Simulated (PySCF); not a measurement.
**Stationary points of VOCl₃**

All numbers come from B3LYP in PySCF with V def2-SVP, O def2-SVP, Cl def2-SVP; no relativity; density-fitted integrals.

Relaxations began from a few typed shapes. The search is not exhaustive: other isomers or separated fragments can lie lower, and high-lying points may rest on an excited occupation.

| spin | group | bonds | angles | imaginary modes (cm⁻¹) | ΔE (kJ/mol) | ΔE with ZPE (kJ/mol) |
| --- | --- | --- | --- | --- | --- | --- |
| singlet | C3v | V–Cl 2.145 Å (×3), V–O 1.542 Å | Cl–V–Cl 110.9° (×3), Cl–V–O 108.0° (×3) | none | 0.0 | 0.0 |
| singlet | C3v | V–Cl 2.145 Å (×3), V–O 1.542 Å | Cl–V–Cl 110.9° (×3), Cl–V–O 108.0° (×3) | none | 0.3 | 0.5 |

The lowest minimum found is the singlet C3v: V–Cl 2.145 Å (×3), V–O 1.542 Å; Cl–V–Cl 110.9° (×3), Cl–V–O 108.0° (×3).

Formally V is in oxidation state +5, d0. The polar-tensor charge on V, 1.77, is far below the formal one.

For the lowest minimum: stability towards spin polarisation was not tested.
